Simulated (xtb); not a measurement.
trifluorosilylmethanol (CH3F3OSi), SMILES OC[Si](F)(F)F. All values are semi-empirical tight-binding results from xtb (GFN2-xTB unless named), good for trends rather than for accurate numbers. Geometry: GFN2-xTB. Other conformers were not sampled.

Optimised geometry:

```xyz
9

O     -2.3370     0.3001    -0.0727
C     -1.3690    -0.7123     0.1633
Si     0.3999    -0.0715    -0.0171
F      0.8328     0.3758    -1.4710
F      1.5102    -1.1013     0.4542
F      0.6170     1.2260     0.8737
H     -2.2082     1.0220     0.5517
H     -1.5320    -1.1658     1.1512
H     -1.5884    -1.4876    -0.5746
```

Estimate the properties. (An estimate is asked for; the answer gives what the named calculation found.)


```yaml
orbital_gap: 6.78 eV
dipole_moment: 1.99 D
zero_point_energy: 30.8 kcal/mol
G − E(el) at 298.15 K (modified RRHO): 10.4 kcal/mol
static polarisability (D4 model): 58.6 bohr³
solvation energy, GFN2-xTB/ALPB(water): -2.6 kcal/mol
solvation energy, GFN2-xTB/ALPB(toluene): -1.6 kcal/mol
```

Give the atomic charges and the Wiberg bond orders between heavy atoms. (Estimate from the structure and the level; the computed values follow.)

charges (e) O1 -0.44, C2 -0.01, Si3 0.70, F4 -0.21, F5 -0.23, F6 -0.23, H7 0.29, H8 0.05, H9 0.07. Bond orders O1–C2 1.01, C2–Si3 0.88, Si3–F4 1.13, Si3–F5 1.11, Si3–F6 1.11.
